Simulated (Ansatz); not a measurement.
The same path of AlF3 + H3P (8 atoms, charge 0, multiplicity 1) was run twice with different band settings. Lost on the way: P5–H8. Made: F2–H8.

Method: Ansatz 0.2.0, RKS PBE0/def2-SVP.

Relaxed end points:

```xyz
8
Properties=species:S:1:pos:R:3
Al 0.058 -0.204 0.134
F -0.134 0.506 1.620
F 1.553 -0.153 -0.581
F -1.278 -0.405 -0.826
P 0.221 -2.918 1.063
H -0.801 -2.495 0.155
H 1.292 -2.311 0.334
H 0.047 -1.819 1.964
```

```xyz
8
Properties=species:S:1:pos:R:3
Al 0.101 -0.503 -0.069
F -0.113 0.144 1.828
F 1.509 0.272 -0.489
F -1.334 0.025 -0.720
P 0.209 -2.650 0.852
H -0.730 -3.290 -0.001
H 1.395 -3.093 0.206
H -0.080 -0.704 2.255
```

Common settings: spring 5.0 eV/Å²; optimiser quadratic models (default); start path through a guess of the saddle point; force threshold 0.05 eV/Å; iteration limit 60; end points relaxed.

| run | movable images | climbing image |
| --- | --- | --- |
| 1 | 7 | yes |
| 2 | 4 | no |

(1) What does each run give, and how far can it be trusted?

Answers

(1) Run 1: converged after 8 iterations, highest image 1.024 eV above the first end. A vibrational analysis at the climbing image gives one clearly imaginary mode, 777i cm⁻¹: a first-order saddle point.
Run 2: converged after 16 iterations, highest image 0.962 eV above the first end. No image climbed, so the highest image needn't sit at the top of the path.
The orbitals stay closed-shell, which can raise the energy where a bond breaks towards radicals; this wasn't checked here.
